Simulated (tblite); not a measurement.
C5H12OP2.
Atom-mapped SMILES: `[CH3:1][P:2]([CH3:3])/[CH:4]=[CH:5]\[P@@H:6]([CH3:7])=[O:8]` (hydrogens: H9, H10, H11 on C1; H12, H13, H14 on C3; H15 on C4; H16 on C5; H17 on P6; H18, H19, H20 on C7)

Geometry (GFN2-xTB, Å), atoms numbered from 1 in this order:
```
atom  x, y, z in Å
C1    -2.5793    1.5096   -0.5725
P2    -1.1536    0.3543   -0.8076
C3    -2.0132   -1.2336   -0.4250
C4    -0.3632    0.5726    0.8181
C5     0.9118    0.2296    0.9385
P6     1.7431   -0.4807   -0.5041
C7     3.5252   -0.3433   -0.1305
O8     1.3201   -1.8481   -0.8245
H9    -2.2151    2.5353   -0.5677
H10   -3.1086    1.3035    0.3569
H11   -3.2658    1.3938   -1.4089
H12   -1.2638   -2.0202   -0.3801
H13   -2.7084   -1.4531   -1.2336
H14   -2.5507   -1.1714    0.5207
H15   -0.9446    0.9648    1.6465
H16    1.4574    0.2779    1.8732
H17    1.5612    0.4384   -1.5284
H18    3.8155    0.6805    0.0884
H19    3.7466   -0.9875    0.7204
H20    4.0801   -0.7115   -0.9925
```

Calculated harmonic vibrations of the isolated species, GFN2-xTB (tblite), most abundant isotopes, no scaling. This tight-binding method is rough: wavenumbers can miss measured ones by several per cent, in bad cases by 10 to 20. Modes of hydrogen on phosphorus can be 10 to 20 % off. One conformer, not necessarily the lowest.

Harmonic wavenumbers (cm⁻¹): 51.1, 66.2, 113.0, 131.1, 169.6, 176.7, 197.7, 206.1, 225.1, 272.4, 285.3, 329.1, 430.0, 484.5, 682.4, 685.9, 710.2, 729.7, 743.9, 760.2, 793.4, 822.5, 832.3, 857.9, 883.9, 897.2, 913.0, 936.2, 956.9, 1089.6, 1237.5, 1265.7, 1304.9, 1313.9, 1320.0, 1420.7, 1425.8, 1435.4, 1439.7, 1444.8, 1459.0, 1629.8, 2322.9, 2981.4, 2986.3, 2991.5, 2993.0, 3001.5, 3006.4, 3013.9, 3017.9, 3021.6, 3030.3, 3032.0.

A = 3013, B = 818.6, C = 736.1 MHz; mass 150.036 u (most abundant isotopes); point group C1, symmetry number 1.

Task: Zero-point energy?

Result: ½Σν̃ = 34265 cm⁻¹ = 409.89 kJ/mol.

Task: Entropy at 400 K, 1 bar (ideal gas, RRHO, classical rotation)?

Result: Translation 177.46, rotation 127.35, vibration 198.83: S = 503.6 J/(mol K).

Task: And Cp and H(400 K) − H(0)?

Result: Cp = 226.57 J/(mol K), of which vibrations give 193.32 (their classical limit is 54 R = 449.0); H(400 K) − H(0) = 54.42 kJ/mol without the zero-point energy, 41.12 from vibrations.

Task: How do the functions run with temperature in this model?

Result: 
```csv
T (K),S (J/(mol K)),Cp (J/(mol K)),H − H(0) (kJ/mol),G − H(0) (kJ/mol),ln q(vib)
150,342.8,116.8,11.19,-40.24,3.53
250,413.0,162.1,25.12,-78.14,6.81
298.15,443.5,184.0,33.45,-98.76,8.36
600,608.3,289.7,106.47,-258.51,17.54
900,738.3,350.6,203.24,-461.19,25.73
```

q(vib) and H(0) count from the zero-point level.

Task: What must be added to the electronic energy to get the Gibbs energy at 400 K and 1 bar?

Result: ZPE + [H(400 K) − H(0)] − T·S = 409.89 + 54.42 − 201.46 = 262.85 kJ/mol.

Task: Blend soft modes into free rotors: weight 1/[1 + (100 cm⁻¹/ν̃)⁴] for the oscillator and the rest for a rotor with moment μB/(μ + B), μ = h/(8π²ν), B = 10⁻⁴⁴ kg m². What vibrational entropy results?

Result: 186.01 J/(mol K) in place of 198.83, which changes −T·S at 400 K by +5.13 kJ/mol.

Task: Which modes carry the vibrational entropy at 400 K?

Result: 51.1 cm⁻¹: 22.41; 66.2 cm⁻¹: 20.27; 113.0 cm⁻¹: 15.86; 131.1 cm⁻¹: 14.64; 169.6 cm⁻¹: 12.55; 176.7 cm⁻¹: 12.22 J/(mol K); the other 48 give 100.89 together.

Hindered rotation and anharmonicity are outside this model. Other conformers, if any are populated, would add a mixing term that is left out. The structure is chiral; the term R ln 2 for an equal mix with its mirror image is left out.
